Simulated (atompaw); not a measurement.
## How hard is this bromine (Br) PAW (atompaw) potential?

```json
{
  "Element": "Br (Z = 35)",
  "Generator": "atompaw 4.2.0.5",
  "Type": "PAW",
  "Functional": "PBEsol",
  "Relativity": "scalar-relativistic",
  "Frozen core": "[Ar] 3d10",
  "Valence charge": "7",
  "Reference configuration": "4s2 4p5",
  "Partial waves": "4s (bound): rc 1.60 bohr; 4s channel at 0.1 Ry: rc 1.60 bohr; 4p (bound): rc 1.40 bohr; 4p channel at 1.95 Ry: rc 1.60 bohr",
  "Local potential": "ultrasoft scheme with l = 2 at 0 Ry, radius 1.50 bohr",
  "Core correction": "smooth core density matched at 1.60 bohr",
  "Augmentation charge": "besselshape compensation charge, radius 1.50 bohr; PAW radius 1.60 bohr; waves and projectors: custom polynom gramschmidtortho"
}
```

The pseudo-atom Hamiltonian at the reference potential is diagonalised in spherical Bessel functions j_l(qr) that vanish at 20 bohr, with q² up to the cutoff. All-electron valence levels (Ry): 4s -1.4798, 4p -0.5774.

Q: How do the lowest levels (Ry) of each channel move with the cutoff, and are there ghosts?

A:

```csv
cutoff (Ry),s #1,p #1,p #2,d #1,f #1,f #2,Σ f·Δε (mRy)
8,-1.4292,-0.5612,0.0330,0.0714,0.1177,0.2512,182.2
10,-1.4413,-0.5661,0.0329,0.0713,0.1177,0.2512,133.1
15,-1.4665,-0.5671,0.0328,0.0713,0.1177,0.2512,77.7
21,-1.4787,-0.5699,0.0328,0.0713,0.1177,0.2512,39.5
25,-1.4793,-0.5727,0.0328,0.0713,0.1177,0.2512,24.3
30,-1.4794,-0.5752,0.0327,0.0713,0.1177,0.2512,11.7
40,-1.4797,-0.5770,0.0327,0.0713,0.1177,0.2512,2.0
50,-1.4798,-0.5771,0.0327,0.0713,0.1177,0.2512,1.4
55,-1.4798,-0.5771,0.0327,0.0713,0.1177,0.2512,1.2
60,-1.4798,-0.5772,0.0327,0.0713,0.1177,0.2512,0.8
80,-1.4798,-0.5773,0.0327,0.0713,0.1177,0.2512,0.1
400,-1.4798,-0.5774,0.0327,0.0713,0.1177,0.2512,0.0
```

Result: no extra level below or beside the all-electron valence levels (s, p, d, f tested); 10 mRy is reached at 35 Ry and 1 mRy at 60 Ry.
